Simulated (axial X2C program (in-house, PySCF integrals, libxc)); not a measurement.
# BeH⁺ at several levels of theory

All values were computed with an axial X2C code built on PySCF integrals. Spin-free means the one-electron spin-free X2C Hamiltonian; two-component (2c) means X2C with spin–orbit coupling and atomic mean-field two-electron Coulomb and Gaunt terms, so the difference of the two also holds small scalar two-electron terms. Basis: Be dyall-cv3z [8s8p3d1f], H dyall-v3z [6s2p1d] (cores contracted in-house); Gaussian nuclei, density fitting, unrestricted open shells. Masses: Be 9.012 u, H 1.008 u.

State, spin-free: M_S = 0, Λ = 0 (closed shell); electrons by block: σα: 2, σβ: 2. Fragments: Be+ + H.

State, 2c: Ω = 0 (closed shell); electrons by block: 1/2: 2, -1/2: 2. Fragments: Be+ + H.

| Hamiltonian | level | Re (Å) | ωe (cm⁻¹) | Be (cm⁻¹) | αe (cm⁻¹) | De (eV) | D0 (eV) | k (mdyn/Å) | μ (D) |
| --- | --- | --- | --- | --- | --- | --- | --- | --- | --- |
| 2c | PBE0 | 1.318 | 2204.9 | 10.71 | 0.288 | 2.95 | 2.82 | 2.6 | -2.93 |
| 2c | HF | 1.306 | 2312.0 | 10.91 | 0.261 | 2.08 | 1.94 | 2.85 | -3.18 |
| 2c | MP2 | 1.309 | 2269.6 | 10.86 | 0.281 | 2.90 | 2.76 | 2.75 | n/a |
| 2c | CCSD | 1.317 | 2199.8 | 10.73 | 0.31 | 3.15 | 3.01 | 2.58 | n/a |
| 2c | CCSD(T) | 1.317 | 2199.8 | 10.73 | 0.31 | 3.15 | 3.01 | 2.58 | n/a |
| 2c | r2SCAN0 | 1.308 | 2258.0 | 10.86 | 0.285 | 2.98 | 2.84 | 2.72 | -3.08 |

Spin-free values that have a 2c row agree with it to the digits that matter (0.001 Å, 0.01 eV) and are not repeated.

Correlated methods: 2 electrons correlated (number of frozen shells: Be 1 s; H none), 110 virtual spin orbitals or spinors in MP2, 36 natural virtuals in coupled cluster.

Dipoles are positive if H is the positive end and refer to the centre of mass.

Occupations by symmetry block were frozen at the best pattern of an incomplete PBE0 search. Closed shells are restricted here (equal orbitals for both partners); the stretched side of such a curve lies too high. De is counted from the lowest determinant-based energies of the atoms at the same level, without counterpoise correction. CCSD and (T) use frozen natural virtuals with an MP2 correction for the truncation; (T) itself is uncorrected, so its De runs slightly low.

Rough cost a point (2c) on 1 thread(s) of a shared host, integrals apart: PBE0 0.07 s, CCSD(T) 0.09 s, r2SCAN0 0.12 s.

The whole task took 7.8 s on 1 thread of Arm Neoverse V1, with other jobs on the host.
